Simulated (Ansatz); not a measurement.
Program: Ansatz. Geometries: PBE0-D4/def2-TZVP. ΔE: electronic, gas phase. CBS: MP2 limit from def2 TZ/QZ plus the TZ coupled-cluster correction, frozen cores. This one scheme is used for every species. DFT in def2-TZVPP. HSE06 is defined as in plane-wave codes. def2 core potentials past Kr. For Sn outer-core shells are correlated without core-valence functions, which leaves a few kJ/mol of doubt a bond. One conformer a species, not always the lowest.

`C[O][SnH]([NH2])[F]` → H–F + `C[O][Sn][NH2]`  (stannylene formation by 1,1-elimination)

| level | ΔE (kcal/mol) | difference from CCSD(T)/CBS |
| --- | --- | --- |
| LDA (SPW92) | 5.6 | -0.1 |
| PBE-D4 | 2.1 | -3.6 |
| revPBE-D4 | 0.4 | -5.3 |
| ωB97M-V | 6.3 | 0.6 |
| BLYP | -2.6 | -8.3 |
| r2SCANh | 6.6 | 0.9 |
| HSE06 | 4.5 | -1.2 |
| BHLYP | 5.1 | -0.6 |
| HF/def2-QZVPP | 9.1 | 3.4 |
| SCS-MP2/def2-QZVPP | 4.7 | -1.0 |
| CCSD(T)/CBS | 5.7 | 0 |

(1) What do rigid-rotor, harmonic-oscillator terms from PBE0-D4/def2-TZVP frequencies (298.15 K, 1 bar) make of the CCSD(T)/CBS value? (Best estimate.)

Largest T1 diagnostic among the species: 0.017.

Results:

(1) Ansatz gave: ΔZPE = 0.0 kcal/mol, ΔH = +6.4 kcal/mol, ΔS = 122 J/(mol·K), ΔG = -2.3 kcal/mol.

From BLYP to BHLYP (50 % exact exchange), in def2-TZVPP and without D4, ΔE moves by +7.7 kcal/mol. Leaving LDA and LC-ωPBE aside and taking each functional with its dispersion term where it has one, the values, not all of them listed here, spread over 12.1 kcal/mol, from BLYP-D4 to B97M-V. LDA lies +4.0 kcal/mol from PBE without D4. The D4 term adds +0.8 kcal/mol with B3LYP and +0.5 kcal/mol with PBE0; it sums over pairs of atoms, weighted by their polarisabilities, and B3LYP, whose exchange is more repulsive, gets the larger term.

B3LYP here is the variant with VWN-RPA as its local correlation; programs differ in this.
